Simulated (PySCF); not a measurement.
Compound: C5H10F2.
SMILES: `CC(C)CC(F)F`

Computed, not measured: TDDFT PBE0/def2-SVPD, vertical, gas phase, core orbitals frozen in the response (PySCF). One conformer (not necessarily the lowest) at the GFN2-xTB geometry, without solvent, vibrations or thermal averaging. Torsions of this conformer, `[CH3:1][CH:2]([CH3:3])[CH2:4][CH:5]([F:6])[F:7]`: C1–C2–C4–C5 174°, C2–C4–C5–F6 -60°.

Question: List the vertical singlet excitations with oscillator strengths and describe the spectrum.

Answer: 

```tsv
state	E (eV)	E (hartree)	f	|μ| (D)	main configurations (H = HOMO, L = LUMO)
S1	8.70	0.3196	0.020	0.78	H→L (96%)
S2	9.03	0.3317	0.024	0.84	H-1→L (94%)
S3	9.14	0.3357	0.054	1.25	H-2→L (97%)
S4	9.17	0.3370	0.032	0.96	H→L+1 (89%)
S5	9.46	0.3477	0.0078	0.47	H→L+2 (93%)
S6	9.60	0.3527	0.014	0.62	H→L+3 (50%), H-3→L (23%), H-1→L+1 (22%)
```

Triplets, Tamm–Dancoff:

```json
{"state": "T1", "E (eV)": "8.51", "λ (nm)": "145.7", "main configurations (H = HOMO, L = LUMO)": "H→L (90%)"}
{"state": "T2", "E (eV)": "8.76", "λ (nm)": "141.5", "main configurations (H = HOMO, L = LUMO)": "H-1→L (90%)"}
```

The lowest singlet lies at 8.70 eV (143 nm, vacuum ultraviolet) and is weak; its leading configuration is HOMO→LUMO (96%). The most intense listed level is S3 at 9.14 eV (136 nm, f = 0.054), 0.44 eV above S1. Löwdin shares by element: HOMO carbon 42% or more, fluorine 15% or more (atoms not listed hold the other 43%); LUMO carbon 36% or more, hydrogen 7% or more (atoms not listed hold the other 57%). Weighted by f, the mean energy of these states is 9.13 eV. The listed states span 0.90 eV, and the widest gap between neighbours is 0.33 eV (S1 to S2). The oscillator strengths of these states sum to 0.153; summed over the whole spectrum of an exact calculation they would give the number of electrons, 58 (Thomas–Reiche–Kuhn). Singlets were solved by full linear response, triplets in the Tamm–Dancoff approximation.

The run took about 90 s of CPU time (one thread, shared machine).
